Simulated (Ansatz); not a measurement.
Reaction (redistribution): `[SiH3]/N=[CH]\[GeH3]` + `C[SiH](S)Cl` → `C[SiH](Cl)[GeH3]` + `[SiH3]/N=C\S`

Computed with Ansatz on PBE0-D4/def2-TZVP structures; ΔE is electronic, products minus reactants. CCSD(T)/CBS is the MP2 limit (def2-TZVPP, def2-QZVPP) plus CCSD(T) − MP2 in def2-TZVPP, frozen cores. Double bonds are as drawn, so ΔE can hold a change between cis and trans. Functionals use def2-TZVPP. For Ge outer-core shells are correlated without core-valence functions, which leaves a few kJ/mol of doubt a bond. Scalar relativity is left out up to krypton. Each species was taken in one conformer, which may not be the lowest.

```json
{"level": "revPBE-D4", "ΔE (kcal/mol)": "4.6", "difference from CCSD(T)/CBS": "-4.5"}
{"level": "BLYP-D4", "ΔE (kcal/mol)": "5.6", "difference from CCSD(T)/CBS": "-3.5"}
{"level": "r2SCAN-D4", "ΔE (kcal/mol)": "5.8", "difference from CCSD(T)/CBS": "-3.3"}
{"level": "B97M-V", "ΔE (kcal/mol)": "6.7", "difference from CCSD(T)/CBS": "-2.4"}
{"level": "PBE0-D4", "ΔE (kcal/mol)": "5.9", "difference from CCSD(T)/CBS": "-3.2"}
{"level": "PBE", "ΔE (kcal/mol)": "4.0", "difference from CCSD(T)/CBS": "-5.1"}
{"level": "BLYP", "ΔE (kcal/mol)": "5.2", "difference from CCSD(T)/CBS": "-3.9"}
{"level": "r2SCAN0", "ΔE (kcal/mol)": "6.8", "difference from CCSD(T)/CBS": "-2.3"}
{"level": "CAM-B3LYP", "ΔE (kcal/mol)": "7.7", "difference from CCSD(T)/CBS": "-1.4"}
{"level": "LC-ωPBE", "ΔE (kcal/mol)": "8.0", "difference from CCSD(T)/CBS": "-1.1"}
{"level": "HF/def2-SVP", "ΔE (kcal/mol)": "10.7", "difference from CCSD(T)/CBS": "1.6"}
{"level": "CCSD/def2-SVP", "ΔE (kcal/mol)": "8.4", "difference from CCSD(T)/CBS": "-0.7"}
{"level": "HF/def2-TZVPP", "ΔE (kcal/mol)": "10.9", "difference from CCSD(T)/CBS": "1.8"}
{"level": "SCS-MP2/def2-TZVPP", "ΔE (kcal/mol)": "9.8", "difference from CCSD(T)/CBS": "0.7"}
{"level": "MP2/def2-QZVPP", "ΔE (kcal/mol)": "9.4", "difference from CCSD(T)/CBS": "0.3"}
{"level": "MP2/CBS(def2)", "ΔE (kcal/mol)": "9.4", "difference from CCSD(T)/CBS": "0.3"}
{"level": "CCSD(T)/CBS", "ΔE (kcal/mol)": "9.1", "difference from CCSD(T)/CBS": "0"}
```

Largest T1 diagnostic among the species: 0.015.

From PBE to PBE0 (25 % exact exchange), in def2-TZVPP and without D4, ΔE moves by +1.7 kcal/mol. In def2-TZVPP, CCSD(T) changes the Hartree–Fock value by −1.8 kcal/mol (the triples alone add −0.6 kcal/mol) and MP2 by −1.5 kcal/mol. Leaving LDA and LC-ωPBE aside and taking each functional with its dispersion term where it has one, the values, not all of them listed here, spread over 5.0 kcal/mol, from PBE-D4 to ωB97M-V. LDA lies −1.0 kcal/mol from PBE without D4.
